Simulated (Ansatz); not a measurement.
A structure drawn as `OB[C]([AlH2])=CCl`, with this starting geometry:

```xyz
11

O     2.195   -0.230    0.574
B     1.042   -0.946    0.097
C    -0.297   -0.172   -0.030
Al   -0.432    1.770    0.405
C    -1.469   -0.742   -0.439
Cl   -1.588   -2.472   -0.892
H     2.643    0.078   -0.294
H     1.073   -2.093   -0.193
H     0.955    2.442    0.924
H    -1.739    2.560    0.335
H    -2.384   -0.196   -0.486
```

Total charge 0; spin multiplicity 1.

Question: Relax it with Ansatz at PBE-D4/def2-SVP and then PBE0-D4/def2-TZVP. Is the drawn bonding still there?

Answer: Yes, every drawn bond is still there and no new one forms.

Question: Give the relaxed structure. (Best estimate.)

Answer: Ansatz gave: 
Z-matrix (Å, degrees):
```
B
C 1 1.548
O 1 1.357 2 117.4
H 1 1.202 2 122.6 3 -177.0
C 2 1.332 1 123.9 3 -135.6
Al 2 1.947 1 123.1 3 43.6
H 3 0.960 1 113.2 2 -178.3
Cl 5 1.739 2 124.7 1 2.6
H 5 1.086 2 125.4 1 -178.9
H 6 1.589 2 116.1 1 -177.4
H 6 1.583 2 122.0 1 4.7
```
No frequency check was run.

Atoms count as bonded under 1.1 times the sum of their covalent radii (H–H under 0.85 Å, pairs among N, O and F under 1.55 Å), and a drawn bond as lost past 1.3 times.
